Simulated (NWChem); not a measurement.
System: C4H4ClF; SMILES C=C=C(F)CCl

NWChem input:

```
start job
memory heap 200 mb stack 900 mb global 1100 mb
geometry units angstroms noautoz
  C      1.200829    -2.549110     0.077484
  C      0.372607    -1.540286     0.023559
  C     -0.437211    -0.509101    -0.053900
  F     -1.616463    -0.498117     0.578509
  C     -0.169303     0.720325    -0.842086
  Cl    -0.016977     2.167619     0.206774
  H      1.160184    -3.364204    -0.654985
  H      1.963447    -2.619375     0.862420
  H     -1.003984     0.917998    -1.530618
  H      0.759938     0.614840    -1.414118
end
basis spherical
  C library def2-svp
  F library def2-svp
  Cl library def2-svp
  H library def2-svp
end
dft
  xc b3pw91
  iterations 150
  mulliken
end
task dft energy
```

Excerpt of the output:

```
             Northwest Computational Chemistry Package (NWChem) 7.3.0
             --------------------------------------------------------

 C1  symmetry detected

                             Geometry "geometry" -> ""
                             -------------------------

 Output coordinates in angstroms (scale by  1.889725989 to convert to a.u.)

  No.       Tag          Charge          X              Y              Z
 ---- ---------------- ---------- -------------- -------------- --------------
    1 C                    6.0000     0.86420826    -2.80382995     0.25986924
    2 C                    6.0000     0.22927319    -1.68121076     0.05209761
    3 C                    6.0000    -0.37911684    -0.53919951    -0.17333414
    4 F                    9.0000    -1.66042819    -0.35193796     0.16411424
    5 C                    6.0000     0.24555928     0.63795722    -0.82799583
    6 Cl                  17.0000     0.35346458     2.04239691     0.28280391
    7 H                    1.0000     0.88055424    -3.60118637    -0.49279046
    8 H                    1.0000     1.39917366    -2.99097747     1.19871733
    9 H                    1.0000    -0.36294330     0.96165233    -1.68519440
   10 H                    1.0000     1.25862801     0.39490371    -1.16924834

 Effective nuclear repulsion energy (a.u.)     259.5668125946

                                 NWChem DFT Module
                                 -----------------

 Summary of "ao basis" -> "ao basis" (spherical)
 ------------------------------------------------------------------------------
       Tag                 Description            Shells   Functions and Types
 ---------------- ------------------------------  ------  ---------------------
 C                          def2-svp                 6       14   3s2p1d
 F                          def2-svp                 6       14   3s2p1d
 Cl                         def2-svp                 8       18   4s3p1d
 H                          def2-svp                 3        5   2s1p

            General Information
            -------------------
          SCF calculation type: DFT
          Wavefunction type:  closed shell.
          No. of atoms     :    10
          No. of electrons :    54
           Alpha electrons :    27
            Beta electrons :    27
          Charge           :     0
          Spin multiplicity:     1
          Use of symmetry is: off; symmetry adaption is: off
          Maximum number of iterations: 150
          AO basis - number of functions:   108
                     number of shells:    50
          Convergence on energy requested:  1.00D-06
          Convergence on density requested:  1.00D-05
          Convergence on gradient requested:  5.00D-04

              XC Information
              --------------
                       B3PW91 Method XC Functional
                     Hartree-Fock (Exact) Exchange  0.200
                        Slater Exchange Functional  0.800 local
                    Becke 1988 Exchange Functional  0.720 non-local
                Perdew 1991 Correlation Functional  0.810 non-local
            Perdew 1991 LDA Correlation Functional  1.000 local

             Grid Information
             ----------------
          Grid used for XC integration:  medium
          Radial quadrature: Mura-Knowles
          Angular quadrature: Lebedev.
          Tag              B.-S. Rad. Rad. Pts. Rad. Cut. Ang. Pts.
          ---              ---------- --------- --------- ---------
          C                   0.70       49          11.0       434
          F                   0.50       49          11.0       434
          Cl                  1.00       88          13.0       590
          H                   0.35       45          12.0       434
          Grid pruning is: on
          Number of quadrature shells:   513
          Spatial weights used:  Erf1

      Superposition of Atomic Density Guess
      -------------------------------------

 Sum of atomic energies:        -711.11238872

      Non-variational initial energy
      ------------------------------

 Total energy =    -713.970730
 1-e energy   =   -1493.750692
 2-e energy   =     520.213149
 HOMO         =      -0.262827
 LUMO         =      -0.015195

     ---------------------------------------------
      Total Density - Mulliken Population Analysis
     ---------------------------------------------

    Atom       Charge   Shell Charges
 -----------   ------   -------------------------------------------------------
    1 C    6     6.25   1.99  0.96  0.31  1.96  1.00  0.03
    2 C    6     6.09   1.99  0.99  0.32  1.96  0.79  0.03
    3 C    6     5.59   1.99  0.91  0.25  1.68  0.67  0.08
    4 F    9     9.37   1.99  1.14  0.77  3.43  2.04  0.01
    5 C    6     5.87   1.99  0.94  0.19  1.80  0.91  0.04
    6 Cl  17    17.30   2.00  1.99  1.22  0.72  5.94  2.13  3.26  0.02
    7 H    1     0.87   0.65  0.19  0.02
    8 H    1     0.87   0.65  0.19  0.02
    9 H    1     0.89   0.68  0.19  0.02
   10 H    1     0.89   0.68  0.19  0.02

   convergence    iter        energy       DeltaE   RMS-Dens  Diis-err
 ---------------- ----- ----------------- --------- --------- ---------
 d= 0,ls=0.0,diis     1   -714.2367627070 -9.74D+02  1.38D-02  7.88D-01
 d= 0,ls=0.0,diis     2   -714.1908767914  4.59D-02  8.07D-03  1.24D+00
 d= 0,ls=0.0,diis     3   -714.3221661792 -1.31D-01  1.97D-03  5.36D-02
 d= 0,ls=0.0,diis     4   -714.3272048082 -5.04D-03  8.31D-04  1.16D-02
 d= 0,ls=0.0,diis     5   -714.3288175009 -1.61D-03  1.82D-04  7.75D-04
  Resetting Diis
 d= 0,ls=0.0,diis     6   -714.3288938329 -7.63D-05  5.85D-05  3.10D-05
 d= 0,ls=0.0,diis     7   -714.3288977423 -3.91D-06  3.49D-05  3.83D-06
 d= 0,ls=0.0,diis     8   -714.3288968146  9.28D-07  2.16D-05  1.08D-05
 d= 0,ls=0.0,diis     9   -714.3288982277 -1.41D-06  2.42D-06  1.26D-07
 d= 0,ls=0.0,diis    10   -714.3288982414 -1.37D-08  4.68D-07  3.23D-09

         Total DFT energy =     -714.328898241427
      One electron energy =    -1497.432068578045
           Coulomb energy =      585.228284023458
    Exchange-Corr. energy =      -61.691926281488
 Nuclear repulsion energy =      259.566812594648

 Numeric. integr. density =       54.000005486244

                       DFT Final Molecular Orbital Analysis
                       ------------------------------------

 Vector   25  Occ=2.000000D+00  E=-3.021898D-01
              MO Center=  3.5D-01,  1.5D+00,  1.6D-01, r^2= 2.8D+00
   Bfn.  Coefficient  Atom+Function         Bfn.  Coefficient  Atom+Function
  ----- ------------  ---------------      ----- ------------  ---------------
    81      0.591899   6 Cl px               78      0.430537   6 Cl px
    75      0.249836   6 Cl px              104     -0.151110  10 H  s
    83     -0.142895   6 Cl pz               60     -0.127399   5 C  px
    80     -0.106476   6 Cl pz                4     -0.095539   1 C  px
    48     -0.088337   4 F  pz               18     -0.083219   2 C  px

 Vector   26  Occ=2.000000D+00  E=-2.956013D-01
              MO Center=  3.9D-01,  4.5D-01,  9.7D-02, r^2= 5.4D+00
   Bfn.  Coefficient  Atom+Function         Bfn.  Coefficient  Atom+Function
  ----- ------------  ---------------      ----- ------------  ---------------
    83      0.340961   6 Cl pz               82     -0.308524   6 Cl py
    80      0.248486   6 Cl pz               81      0.227972   6 Cl px
     4      0.218775   1 C  px               79     -0.219569   6 Cl py
    18      0.176535   2 C  px               78      0.164247   6 Cl px
    99      0.160530   9 H  s                 7      0.152453   1 C  px

 Vector   27  Occ=2.000000D+00  E=-2.670968D-01
              MO Center= -8.5D-02, -1.0D+00, -5.7D-04, r^2= 3.0D+00
   Bfn.  Coefficient  Atom+Function         Bfn.  Coefficient  Atom+Function
  ----- ------------  ---------------      ----- ------------  ---------------
    20      0.351346   2 C  pz               34      0.340158   3 C  pz
    23      0.260658   2 C  pz               48      0.232473   4 F  pz
    82      0.187931   6 Cl py               51     -0.182718   4 F  pz
    37      0.168215   3 C  pz               94     -0.143048   8 H  s
    89      0.142271   7 H  s                33      0.138373   3 C  py

 Vector   28  Occ=0.000000D+00  E=-3.129466D-02
              MO Center=  3.8D-01, -1.8D+00,  1.1D-01, r^2= 3.4D+00
   Bfn.  Coefficient  Atom+Function         Bfn.  Coefficient  Atom+Function
  ----- ------------  ---------------      ----- ------------  ---------------
    21     -0.446007   2 C  px                7      0.435705   1 C  px
    18     -0.351413   2 C  px                4      0.330773   1 C  px
    59      0.300198   5 C  s                 9     -0.246099   1 C  pz
     8      0.222855   1 C  py               82      0.211444   6 Cl py
    19     -0.180915   2 C  py               35     -0.168758   3 C  px

 Vector   29  Occ=0.000000D+00  E=-1.470513D-02
              MO Center=  1.8D-01, -8.4D-01, -8.9D-02, r^2= 4.4D+00
   Bfn.  Coefficient  Atom+Function         Bfn.  Coefficient  Atom+Function
  ----- ------------  ---------------      ----- ------------  ---------------
    23      0.451629   2 C  pz               20      0.401350   2 C  pz
    82     -0.360918   6 Cl py               90      0.346038   7 H  s
    95     -0.331603   8 H  s                34     -0.321264   3 C  pz
    37     -0.311768   3 C  pz               74      0.280947   6 Cl s
    64     -0.247927   5 C  py               83     -0.247813   6 Cl pz

[...]
```

Level: B3PW91/def2-SVP. The geometry was optimised at PBE0/def2-SVP.
